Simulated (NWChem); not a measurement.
System: CHBClNO$_{2}$; SMILES OB(N=C=O)Cl

Here is an NWChem input.

```
start job
memory heap 200 mb stack 900 mb global 1100 mb
geometry units angstroms noautosym nocenter noautoz
  B      0.363416    -0.495363     0.377135
  Cl    -1.133907    -1.449408     0.288199
  N      0.416618     0.782049    -0.223931
  C      0.240219     1.819312    -0.793168
  O      0.098166     2.837943    -1.340666
  O      1.444609    -0.979636     1.011396
  H      1.301661    -1.856001     1.384456
end
basis spherical
  * library 6-31g*
end
dft
  xc hfexch
  iterations 150
  mulliken
end
task dft energy
esp
  recalculate
  probe 0.07
  range 0.3
  factor 1.0
  spacing 0.02
end
task esp
```

Geometry: optimised at PBE0/def2-SVP.

Atomic charges in e: unrestrained fits to the electrostatic potential beside Mulliken populations; buried atoms are poorly determined by the fit.

Atoms are numbered as in the input.

### Question
Give the results of this calculation. (Hartree-Fock/6-31G* (spherical d).) Quantities: ESP B1; Mulliken B1; ESP Cl2; Mulliken Cl2; ESP N3; Mulliken N3; ESP C4; Mulliken C4; ESP O5; Mulliken O5; relative RMS misfit of the potential (%).

### Answer
| Item | Result |
|---|---|
| ESP B1 | 0.79 |
| Mulliken B1 | 0.69 |
| ESP Cl2 | -0.29 |
| Mulliken Cl2 | -0.24 |
| ESP N3 | -0.57 |
| Mulliken N3 | -0.58 |
| ESP C4 | 0.76 |
| Mulliken C4 | 0.81 |
| ESP O5 | -0.45 |
| Mulliken O5 | -0.48 |
| relative RMS misfit of the potential (%) | 22 |
